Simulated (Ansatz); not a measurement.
One change: `C#CBO` becomes `C#[C][AlH][OH]`.

Ansatz, PBE0-D4/def2-TZVP geometries, multiplicity 1. Each molecule was computed in one conformer, which needn't be the lowest.

```tsv
property	`C#CBO`
size of the dipole moment (B3LYP/def2-TZVPP) / D	1.99
HOMO energy (ωB97M-V/def2-TZVPP) / eV	-10.65
LUMO energy (PBE0/def2-TZVPP) / eV	-1.32
ideal-gas entropy at 298 K and 1 bar (rigid rotor, harmonic PBE0-D4/def2-TZVP) / J/(mol·K)	282
LUMO energy (ωB97M-V/def2-TZVPP) / eV	0.76
vertical ionisation energy (CCSD(T)/CBS(def2)) / eV	11.20
```

(1) What does the change do to each property? (Estimate.)

Answers

(1) Computed: 
```
                                                                                  property  `C#[C][AlH][OH]`  shift
                                          size of the dipole moment (B3LYP/def2-TZVPP) / D              1.71  -0.28
                                                     HOMO energy (ωB97M-V/def2-TZVPP) / eV            -10.56   0.09
                                                        LUMO energy (PBE0/def2-TZVPP) / eV             -1.23   0.09
ideal-gas entropy at 298 K and 1 bar (rigid rotor, harmonic PBE0-D4/def2-TZVP) / J/(mol·K)               309     27
                                                     LUMO energy (ωB97M-V/def2-TZVPP) / eV              0.51  -0.25
                                       vertical ionisation energy (CCSD(T)/CBS(def2)) / eV             11.02  -0.18
```

Dipoles are sizes alone; their direction can turn.

B3LYP here is the variant with VWN-RPA as its local correlation; programs differ in this.
